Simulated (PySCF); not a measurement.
Molecule: `O(CC)COCC`, C5H12O2.

Cartesian coordinates in Å; atom numbers follow the order of the lines, from 1:
```xyz
19

C    -3.004    0.483   -0.485
C    -1.751   -0.252   -0.953
O    -0.610    0.592   -1.029
C     0.051    0.795    0.183
O     0.617   -0.366    0.710
C     1.676   -0.917   -0.062
C     3.017   -0.243    0.206
H    -2.903    0.810    0.546
H    -3.178    1.355   -1.112
H    -3.861   -0.182   -0.556
H    -1.536   -1.100   -0.292
H    -1.895   -0.622   -1.971
H    -0.627    1.160    0.967
H     0.808    1.562   -0.033
H     1.422   -0.856   -1.128
H     1.721   -1.969    0.232
H     3.800   -0.760   -0.342
H     3.243   -0.278    1.268
H     3.000    0.797   -0.112
```

Frames of a GFN2-xTB Langevin trajectory at 200 K; GIAO PBE0/pcSseg-1 shieldings in PySCF 2.14.0 with density-fitted response routines, gas phase, non-relativistic; equivalent atoms averaged within each frame.

δ = σ(ref) − σ, references computed at the same level: 13C (σ = 186.93 ppm), 1H (σ = 31.72 ppm) against TMS; 17O (σ = 336.08 ppm) vs H2O. The references are static minima.

Q: How do the shifts (ppm) fluctuate along the trajectory?

A: 
```tsv
time (fs)	C4	C2/C6	C1/C7	O3/O5	H13/H14	H11/H12/H15/H16	H8/H9/H10/H17/H18/H19
optimised geometry	88.6	61.1	13.9	71.8	4.83	3.86	1.12
250	90.2	59.2	11.4	66.6	5.64	3.85	1.23
425	91.2	63.8	17.0	81.5	4.87	4.15	1.43
625	96.1	65.0	15.5	84.3	4.89	4.29	1.28
800	91.7	60.7	12.4	75.3	5.23	3.73	0.85
1000	88.0	62.1	16.4	75.6	5.53	4.02	1.37
mean of frames	91.4	62.2	14.5	76.7	5.23	4.01	1.23
standard deviation	3.0	2.3	2.5	6.8	0.35	0.22	0.23
```

5 frames give an uncertainty of the mean of about the standard deviation over 2.2 at best, since frames this close in time may not be independent; classical motion lacks zero-point vibration, and the reference would need the same averaging.
